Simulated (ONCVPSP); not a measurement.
## Building the ONCV potential for S (revPBE, scalar-relativistic).

ONCVPSP 4.0.1 was run on this input:

```
# ATOM AND REFERENCE CONFIGURATION
# atsym  z   nc   nv     iexc    psfile
  S 16.00    3    2  -102130      upf
#
#   n    l    f
    1    0    2.00
    2    0    2.00
    2    1    6.00
    3    0    2.00
    3    1    4.00
#
# PSEUDOPOTENTIAL AND OPTIMIZATION
# lmax
    2
#
#   l,   rc,      ep,       ncon, nbas, qcut
    0    1.40    0.00    4    7    4.20
    1    1.50    0.00    4    9    6.40
    2    1.35    0.38    3    6    6.90
#
# LOCAL POTENTIAL
# lloc, lpopt,  rc(5),   dvloc0
    4    5    1.00    0.00
#
# VANDERBILT-KLEINMAN-BYLANDER PROJECTORs
# l, nproj, debl
    0    3    3.40
    1    2    3.40
    2    3    1.60
#
# MODEL CORE CHARGE
# icmod, fcfact, rcfact
    3    2.00    1.30
#
# LOG DERIVATIVE ANALYSIS
# epsh1, epsh2, depsh
   -2.00    5.00    0.02
#
# OUTPUT GRID
# rlmax, drl
    6.00    0.01
#
# TEST CONFIGURATIONS
# ncnf
    4
# nvcnf
#   n    l    f
    2
    3    0    2.00
    3    1    3.00
#
    2
    3    0    2.00
    3    1    2.00
#
    2
    3    0    2.00
    3    1    1.00
#
    2
    3    0    0.00
    3    1    6.00
#
```

Command:

```bash
oncvpsp.x < S.dat > S.out
```

The program printed (shortened: citation, most of the input echo, consistency checks and plot data are left out):

```
ONCVPSP  (Optimized Norm-Conservinng Vanderbilt PSeudopotential)
scalar-relativistic version 4.0.1

#   n    l    f        energy (Ha)
    1    0    2.00    -8.8431996E+01
    2    0    2.00    -7.7837721E+00
    2    1    6.00    -5.7494989E+00
    3    0    2.00    -6.3327544E-01
    3    1    4.00    -2.5643408E-01

Reference configufation results
  iterations    25
  all-electron total energy (Ha)   -3.99147688D+02

Begin loop to  construct optimized pseudo wave functions
and semi-local pseudopoentials for all angular momenta

   Wellstate for l =  0  n =  5
     eigenvalue =   2.7667
     asymptotic potential =   3.2667
     half-point radius =  3.1114

   Wellstate for l =  0  n =  6
     eigenvalue =   6.1667
     asymptotic potential =   6.6667
     half-point radius =  2.8740

Calculating optimized projector #   1

 for l=   0

    Fraction of norm inside rc  0.359102
    Optimizing pswf for qcut=   4.20 a_B^-1,  ecut=   8.83 Ha
    Residual kinetic energy error=  8.38D-03 Ha

    Energy error per electron        Cutoff
         Ha          eV             Ha
         0.01000     0.27211        8.53
         0.00100     0.02721       28.07
         0.00010     0.00272       55.83
         0.00001     0.00027       65.10

Calculating optimized projector #   2

 for l=   0

    Fraction of norm inside rc  0.089214
    Optimizing pswf for qcut=   4.20 a_B^-1,  ecut=   8.83 Ha
    Residual kinetic energy error=  3.15D-02 Ha

    Energy error per electron        Cutoff
         Ha          eV             Ha
         0.01000     0.27211       10.81
         0.00100     0.02721       27.79
         0.00010     0.00272       78.13
         0.00001     0.00027       94.31

Calculating optimized projector #   3

 for l=   0

    Fraction of norm inside rc  0.064146
    Optimizing pswf for qcut=   4.20 a_B^-1,  ecut=   8.83 Ha
    Residual kinetic energy error=  2.27D-01 Ha

    Energy error per electron        Cutoff
         Ha          eV             Ha
         0.01000     0.27211       29.11
         0.00100     0.02721       99.66
         0.00010     0.00272      118.56
         0.00001     0.00027      132.79

   Wellstate for l =  1  n =  5
     eigenvalue =   3.1436
     asymptotic potential =   3.6436
     half-point radius =  3.0976

Calculating optimized projector #   1

 for l=   1

    Fraction of norm inside rc  0.284099
    Optimizing pswf for qcut=   6.39 a_B^-1,  ecut=  20.42 Ha
    Residual kinetic energy error=  6.47D-06 Ha

    Energy error per electron        Cutoff
         Ha          eV             Ha
         0.01000     0.27211        4.02
         0.00100     0.02721        9.98
         0.00010     0.00272       15.89
         0.00001     0.00027       19.82

Calculating optimized projector #   2

 for l=   1

    Fraction of norm inside rc  0.106698
    Optimizing pswf for qcut=   6.39 a_B^-1,  ecut=  20.42 Ha
    Residual kinetic energy error=  1.14D-04 Ha

    Energy error per electron        Cutoff
         Ha          eV             Ha
         0.01000     0.27211        7.34
         0.00100     0.02721       13.64
         0.00010     0.00272       26.18
         0.00001     0.00027      145.78

   Wellstate for l =  2  n =  3
     eigenvalue =   0.3800
     asymptotic potential =   0.8800
     half-point radius =  3.3486

   Wellstate for l =  2  n =  4
     eigenvalue =   1.9800
     asymptotic potential =   2.4800
     half-point radius =  2.7966

   Wellstate for l =  2  n =  5
     eigenvalue =   3.5800
     asymptotic potential =   4.0800
     half-point radius =  3.0327

Calculating optimized projector #   1

 for l=   2

    Fraction of norm inside rc  0.176031
    Optimizing pswf for qcut=   6.89 a_B^-1,  ecut=  23.73 Ha
    Residual kinetic energy error=  6.39D-04 Ha

    Energy error per electron        Cutoff
         Ha          eV             Ha
         0.01000     0.27211       15.42
         0.00100     0.02721       22.52
         0.00010     0.00272       63.95
         0.00001     0.00027      106.22

Calculating optimized projector #   2

 for l=   2

    Fraction of norm inside rc  0.245306
    Optimizing pswf for qcut=   6.89 a_B^-1,  ecut=  23.73 Ha
    Residual kinetic energy error=  4.54D-03 Ha

    Energy error per electron        Cutoff
         Ha          eV             Ha
         0.01000     0.27211       21.57
         0.00100     0.02721       28.27
         0.00010     0.00272       65.92
         0.00001     0.00027      106.36

Calculating optimized projector #   3

 for l=   2

    Fraction of norm inside rc  0.129156
    Optimizing pswf for qcut=   6.89 a_B^-1,  ecut=  23.73 Ha
    Residual kinetic energy error=  1.16D-02 Ha

    Energy error per electron        Cutoff
         Ha          eV             Ha
         0.01000     0.27211       24.19
         0.00100     0.02721       31.35
         0.00010     0.00272       80.70
         0.00001     0.00027      128.02

Construct Vanderbilt / Kleinmman-Bylander projectors

B matrix Hermiticity error, ll=   0
   1   2   -2.1171E-04
   1   3    3.6795E-04
   2   3    1.5807E-04

  Orthonormal projector coefficients  7.7872E+01  1.1258E+01  1.4606E+00

B matrix Hermiticity error, ll=   1
   1   2   -1.7649E-04

  Orthonormal projector coefficients  7.3431E+00  6.3686E-01

B matrix Hermiticity error, ll=   2
   1   2    6.8434E-05
   1   3   -1.1385E-04
   2   3    9.2525E-05

  Orthonormal projector coefficients  1.2867E+01 -8.0315E+00 -3.1657E+00

Model core correction analysis
  based on d2Exc/dn_idn_j

d2excae - all-electron derivatives

   -3.644954D-02   -2.930786D-02
   -2.930896D-02   -2.714866D-02

d2excps - pseudofunction derivatives with no core correction

   -3.741123D-02   -2.999941D-02
   -3.000092D-02   -2.758868D-02

rms 2nd derivative error    7.203304E-04

rmatch, rhocmatch    0.9246    1.9145

Teter function model core charge with specified parameters

d2excps - pseudofunction derivatives with core correction

   -3.554311D-02   -2.895951D-02
   -2.896078D-02   -2.697806D-02

rms 2nd derivative error    5.228060E-04

Pseudoatom total energy  -10.095886

Diagnostic tests using Vanderbilt-Kleinman-Bylander pseudopotentials
  1 or more projectors used as specified by nproj input data

   l    rcore       rmatch      e in        delta e   norm test  slope test

   0   1.4055085   1.4481828  -0.6332754  -0.0000051   1.0000457   1.0001583
   0   1.4055085   1.4481828   2.7667246   0.0000009   1.0002576   1.0002576
   0   1.4055085   1.4481828   6.1667246   0.0001659   1.0004007   1.0004007

   1   1.5011057   1.5466825  -0.2564341   0.0000003   1.0000275   0.9999794
   1   1.5011057   1.5466825   3.1435659   0.0000053   1.0002479   1.0002479

   2   1.3559560   1.3971258   0.3800000  -0.0001971   1.0000669   1.0000669
   2   1.3559560   1.3971258   1.9800000  -0.0001056   1.0000940   1.0000940
   2   1.3559560   1.3971258   3.5800000  -0.0000029   1.0001967   1.0001967

 Testing for bound ghosts
   n   l    E NL Schr. Eq   E Basis Diag.   E Cutoff

   1   0       -0.633281       -0.625077    131.91

   2   1       -0.256434       -0.236268    174.53

 Testing for highly-localized positive-energy ghosts
       l    <radius>/rc     E Basis Diag.   E Cutoff

       0        0.348826        8.423387    131.91  WARNING - GHOST(+)

       0        0.718051       65.496419    131.91  WARNING - GHOST(+)

       0        0.514478      146.733411    131.91  WARNING - GHOST(+)

Test configuration 0

   n   l     f        eae           eps        diff
   1   0  2.0000  -88.43199627
   2   0  2.0000   -7.78377211
   2   1  6.0000   -5.74949890
   3   0  2.0000   -0.63327544   -0.63328058   -5.14D-06
   3   1  4.0000   -0.25643408   -0.25643380    2.73D-07

    Total energies and differences
      AE_ref= -3.99147688D+02  AE_tst= -3.99147688D+02  dif=  0.00D+00
      PS_ref= -1.00958859D+01  PS_tst= -1.00958859D+01  dif= -1.78D-15
      PSP excitation error=  1.78D-15

Test configuration 1

   n   l     f        eae           eps        diff
   1   0  2.0000  -88.87253079
   2   0  2.0000   -8.21549166
   2   1  6.0000   -6.18211602
   3   0  2.0000   -1.01491079   -1.01490400    6.79D-06
   3   1  3.0000   -0.61641092   -0.61635586    5.51D-05

    Total energies and differences
      AE_ref= -3.99147688D+02  AE_tst= -3.98716151D+02  dif=  4.32D-01
      PS_ref= -1.00958859D+01  PS_tst= -9.66433460D+00  dif=  4.32D-01
      PSP excitation error= -1.37D-05

Test configuration 2

   n   l     f        eae           eps        diff
   1   0  2.0000  -89.40470893
   2   0  2.0000   -8.72967175
   2   1  6.0000   -6.69803905
   3   0  2.0000   -1.44736619   -1.44725611    1.10D-04
   3   1  2.0000   -1.02741402   -1.02709129    3.23D-04

    Total energies and differences
      AE_ref= -3.99147688D+02  AE_tst= -3.97898035D+02  dif=  1.25D+00
      PS_ref= -1.00958859D+01  PS_tst= -8.84633109D+00  dif=  1.25D+00
      PSP excitation error=  9.82D-05

Test configuration 3

   n   l     f        eae           eps        diff
   1   0  2.0000  -90.01970020
   2   0  2.0000   -9.31593233
   2   1  6.0000   -7.28702143
   3   0  2.0000   -1.91903215   -1.91864903    3.83D-04
   3   1  1.0000   -1.47880970   -1.47783248    9.77D-04

    Total energies and differences
      AE_ref= -3.99147688D+02  AE_tst= -3.96648000D+02  dif=  2.50D+00
      PS_ref= -1.00958859D+01  PS_tst= -7.59683025D+00  dif=  2.50D+00
      PSP excitation error=  6.33D-04

Test configuration 4

   n   l     f        eae           eps        diff
   1   0  2.0000  -88.53884804
   2   0  2.0000   -7.88848875
   2   1  6.0000   -5.85324651
   3   1  6.0000   -0.29588527   -0.29593072   -4.54D-05

    Total energies and differences
      AE_ref= -3.99147688D+02  AE_tst= -3.98385363D+02  dif=  7.62D-01
      PS_ref= -1.00958859D+01  PS_tst= -9.33314292D+00  dif=  7.63D-01
      PSP excitation error= -4.18D-04
```

The run took about 3 s on one core of a shared server CPU.
